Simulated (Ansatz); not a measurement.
System: AuCl, net charge 0, singlet state. SMILES: [Au][Cl]
Geometry: optimised at B3LYP-D3(BJ)/def2-TZVP (Ansatz, an electronic-structure program).

Property: vertical ionisation energy (to the doublet state of charge +1; each state is the SCF solution reached for its spin), in eV. Cores are frozen in the correlated levels unless marked. UHF or UKS for open shells. No spin-orbit coupling. Frozen are the shells of the preceding noble gas and the d and f shells that filled before the atom's block. Past Kr the def2 sets carry scalar-relativistic core potentials. CBS(X,Y): correlation extrapolated as X^-3; Hartree-Fock from the larger set.

```tsv
level	program	vertical ionisation energy (eV)
BHLYP/def2-TZVPD	Ansatz	10.28
CAM-B3LYP/def2-TZVPD	Ansatz	10.47
wB97M-V/def2-TZVPD	Ansatz	10.40
wB97X-V/def2-TZVPD	Ansatz	___
CCSD/def2-SVPD	Ansatz	10.28
CCSD/def2-TZVPPD	Ansatz	___
CCSD/def2-QZVPPD	Ansatz	___
CCSD(T)/CBS(def2-TZVPPD,def2-QZVPPD)	Ansatz	___
```

Problem. Complete the blanks.

Solution. 
- wB97X-V/def2-TZVPD, vertical ionisation energy (eV): 10.39
- CCSD/def2-TZVPPD, vertical ionisation energy (eV): 10.31
- CCSD/def2-QZVPPD, vertical ionisation energy (eV): 10.41
- CCSD(T)/CBS(def2-TZVPPD,def2-QZVPPD), vertical ionisation energy (eV): 10.60
